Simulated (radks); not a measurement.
Task: Lu, 71 electrons, occupied as [Xe] 4f14 5d2 6s1 (not the ground configuration). Method: scalar-relativistic Kohn-Sham, PBE, spin-unpolarised, spherical densities, finite nucleus; Fermi nuclear charge, rms radius 5.37 fm; computed with a radial shooting solver on a logarithmic mesh with Libxc functionals. Some entries of the table are withheld. Estimate them.

| orbital | occ. | eigenvalue (eV) | r(max) (bohr) |
|---|---|---|---|
| 1s | 2 | (1) | (2) |
| 2s | 2 | -10762.16 | 0.06931 |
| 2p | 6 | (3) | (4) |
| 3s | 2 | -2438.284 | 0.1957 |
| 3p | 6 | -2050.210 | (5) |
| 3d | 10 | -1583.851 | 0.1574 |
| 4s | 2 | -484.6405 | 0.4461 |
| 4p | 6 | -357.2683 | 0.4671 |
| 4d | 10 | -190.9914 | (6) |
| 5s | 2 | -60.0426 | 1.043 |
| 5p | 6 | -30.7592 | 1.197 |
| 4f | 14 | -8.6852 | 0.4686 |
| 6s | 1 | -4.4332 | 3.105 |
| 5d | 2 | -1.3461 | 1.893 |

Result: 
(1) 1s eigenvalue (eV): -63224.67
(2) 1s r(max) (bohr): 0.01214
(3) 2p eigenvalue (eV): -9469.509
(4) 2p r(max) (bohr): 0.05660
(5) 3p r(max) (bohr): 0.1931
(6) 4d r(max) (bohr): 0.4808
